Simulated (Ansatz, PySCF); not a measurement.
Here is a job for Ansatz (a quantum-chemistry and plane-wave program).
Ansatz 0.2 input:
```yaml
crystal:
  periodic: [false, false, false]
  atoms:
    - {symbol: C, position_ang: [1.44959450, 0.82454073, 1.18004454]}
    - {symbol: C, position_ang: [0.84039742, 0.07257958, 0.07722449]}
    - {symbol: C, position_ang: [1.57084360, 0.38069637, -1.24260035]}
    - {symbol: O, position_ang: [0.94803419, -1.33243616, 0.30646091]}
    - {symbol: B, position_ang: [-0.24183883, -1.92340542, 0.05234856]}
    - {symbol: O, position_ang: [-1.22885497, -1.04066680, -0.23569217]}
    - {symbol: C, position_ang: [-0.74473802, 0.28150521, -0.04420660]}
    - {symbol: C, position_ang: [-1.19824721, 1.16724967, -1.19847253]}
    - {symbol: C, position_ang: [-1.32339271, 0.80991603, 1.27273755]}
    - {symbol: H, position_ang: [1.75594365, 1.84015427, 1.03007634]}
    - {symbol: H, position_ang: [1.64050784, 0.34547067, 2.11816018]}
    - {symbol: H, position_ang: [1.51484983, 1.43821463, -1.47961783]}
    - {symbol: H, position_ang: [1.14386995, -0.20613017, -2.05177633]}
    - {symbol: H, position_ang: [2.61403005, 0.09576786, -1.12779262]}
    - {symbol: H, position_ang: [-0.40040421, -3.07405300, 0.07233844]}
    - {symbol: H, position_ang: [-2.28347910, 1.23772149, -1.17498475]}
    - {symbol: H, position_ang: [-0.77957176, 2.16445196, -1.09655207]}
    - {symbol: H, position_ang: [-0.91012165, 0.74628590, -2.15655958]}
    - {symbol: H, position_ang: [-1.02107162, 0.16771672, 2.09614680]}
    - {symbol: H, position_ang: [-0.97596726, 1.82207993, 1.46095844]}
    - {symbol: H, position_ang: [-2.40957049, 0.80524515, 1.21334732]}
basis:
  gaussian:
    orbitals: STO-3G
magnetization: {spin_polarized: true, initial_magnetization: 1}
correlation: {method: mp2, electrons: outside_noble_gas}
accuracy: high
```

Question: Give the equivalent PySCF input.

Answer: This is not unique; one that fits is 
```python
from pyscf import gto, scf, mp

mol = gto.M(
    atom='''
C     1.449594    0.824541    1.180045
C     0.840397    0.072580    0.077224
C     1.570844    0.380696   -1.242600
O     0.948034   -1.332436    0.306461
B    -0.241839   -1.923405    0.052349
O    -1.228855   -1.040667   -0.235692
C    -0.744738    0.281505   -0.044207
C    -1.198247    1.167250   -1.198473
C    -1.323393    0.809916    1.272738
H     1.755944    1.840154    1.030076
H     1.640508    0.345471    2.118160
H     1.514850    1.438215   -1.479618
H     1.143870   -0.206130   -2.051776
H     2.614030    0.095768   -1.127793
H    -0.400404   -3.074053    0.072338
H    -2.283479    1.237721   -1.174985
H    -0.779572    2.164452   -1.096552
H    -0.910122    0.746286   -2.156560
H    -1.021072    0.167717    2.096147
H    -0.975967    1.822080    1.460958
H    -2.409570    0.805245    1.213347
''',
    basis='sto-3g',
    charge=0,
    spin=1,
    verbose=4,
)

mf = scf.UHF(mol)
mf.kernel()

pt = mp.MP2(mf, frozen=9)
pt.kernel()
print('E(MP2) = %.10f' % pt.e_tot)
```

Both were run: Ansatz gave -404.000531 Eh and PySCF -404.000531 Eh, 0.000 mEh apart.
